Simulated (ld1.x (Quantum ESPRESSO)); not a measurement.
Reading a pseudo-wave (Te (Z = 52))

Columns: radius, all-electron u(r) and pseudo u(r) of the 5p shell (level -17.90 eV) of tellurium in the configuration [Kr] 4d10 5s2 5p2.5; PBE, scalar-relativistic, PAW scheme, ld1.x (Quantum ESPRESSO) 7.5.

```csv
r (bohr),all-electron,pseudo
0.123,-0.0025,-0.0092
0.245,-0.2204,-0.0361
0.368,-0.0087,-0.0795
0.490,0.2404,-0.1362
0.613,0.3473,-0.2040
0.735,0.3105,-0.2781
0.858,0.1842,-0.3559
0.980,0.0209,-0.4324
1.103,-0.1479,-0.5054
1.225,-0.3008,-0.5708
1.348,-0.4318,-0.6275
1.470,-0.5362,-0.6732
1.593,-0.6162,-0.7079
1.715,-0.6730,-0.7312
1.838,-0.7100,-0.7442
1.960,-0.7297,-0.7478
2.083,-0.7352,-0.7431
2.205,-0.7289,-0.7314
2.328,-0.7133,-0.7136
2.450,-0.6906,-0.6906
2.573,-0.6623,-0.6623
2.695,-0.6305,-0.6305
2.818,-0.5960,-0.5960
2.940,-0.5603,-0.5603
3.063,-0.5239,-0.5239
3.185,-0.4880,-0.4880
```

Problem. How many radial nodes do the two functions have?

Solution. The all-electron 5p function has n − l − 1 = 3 (the table is too coarse to show those close to the nucleus); the pseudo-wave has 0, since the states of the same l below it are removed with the core.

Problem. At about which radius was the pseudo-wave matched?

Solution. 2.45 bohr. The columns agree to 0.0005 from 2.33 bohr on; several derivatives are matched, so the curves merge somewhat inside the radius.

Problem. Where does each function peak?

Solution. Outermost all-electron maximum near 2.08 bohr, pseudo maximum near 1.96 bohr (to the table’s step).

Problem. Is the pseudo-wave norm-conserving?

Solution. No, it belongs to a PAW set: the norm inside the radius is not constrained, and the difference is carried by the augmentation charge.
